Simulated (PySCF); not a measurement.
## Dipole moment and polarisability of `[BH3-][N+]#CC[SiH2]CC#N`

C4H9BN2Si.
Numbering: `[BH3-:1][N+:2]#[C:3][CH2:4][SiH2:5][CH2:6][C:7]#[N:8]` (hydrogens: H9, H10, H11 on B1; H12, H13 on C4; H14, H15 on Si5; H16, H17 on C6)

Geometry (GFN2-xTB, Å), atoms numbered from 1 in this order:
```xyz
17
C4H9BN2Si angstrom
B     -2.9482    0.2782    1.1336
N     -1.9965    0.0486    0.0393
C     -1.2251   -0.1305   -0.7967
C     -0.1878   -0.3393   -1.7469
Si     1.4668   -0.7494   -0.8342
C      1.6590    0.5615    0.5464
C      2.9112    0.3976    1.2185
N      3.9217    0.2474    1.7323
H     -3.8313   -0.5070    0.9782
H     -2.3215    0.0847    2.1338
H     -3.3079    1.4103    1.0214
H     -0.4559   -1.1630   -2.4083
H     -0.0782    0.5561   -2.3612
H      2.5384   -0.6336   -1.8251
H      1.3753   -2.0893   -0.2573
H      1.6197    1.5741    0.1374
H      0.8534    0.4657    1.2786
```

Level: B3LYP/def2-SVPD (PySCF), static field, nuclei fixed, core orbitals frozen in the response. The polarisability tensor in these axes (au):

```
x   133.10  -6.18  -9.78
y    -6.18  81.12   7.50
z    -9.78   7.50 106.14
```

Task: What are the eigenvalues, a third of the trace, and Δα (Δα² = ½Σ(αi − αj)² over the three pairs)?

Result: Principal values 78.81, 104.06 and 137.48 au; mean 106.78 au = 15.82 Å³ = 17.61 × 10⁻⁴⁰ C²·m²/J; Δα = 50.97 au (48 % of the mean).

Task: What is the dipole moment, and where does it point?

Result: (1.63, -0.69, -6.60) D, 6.83 D in size, pointing from the negative to the positive side. Measured along this direction, the outermost atoms are H10 at the negative end and H14 and H12 at the positive end.

Task: Directions of the eigenvectors, and the extent of the frame along each?

Result: Largest value along (0.93, -0.15, -0.33), where the nuclei span 6.89 Å; middle along (0.35, 0.20, 0.91), 5.61 Å; least along (0.07, 0.97, -0.24), 3.47 Å. The response follows the extents in order.

Task: Refractivity n − 1 of an ideal gas of it at 500 K and 1 atm, from the electronic α?

Result: N = p/kT = 1.4678 × 10¹⁹ cm⁻³, so n − 1 = 2π × N × 15.82 × 10⁻²⁴ cm³ = 1459 × 10⁻⁶ at long wavelengths.

Task: Traceless (Buckingham) quadrupole moment about the centre of nuclear charge: eigenvalues?

Result: -37.63, 16.18, 21.45 D·Å. The values depend on the origin, since the dipole doesn't vanish. The electronic extent ⟨r²⟩ about the same centre is 1681 bohr², a root-mean-square distance of 2.67 Å for the 66 electrons.

One conformer (not necessarily the lowest) at the GFN2-xTB geometry, without solvent, vibrations or thermal averaging.
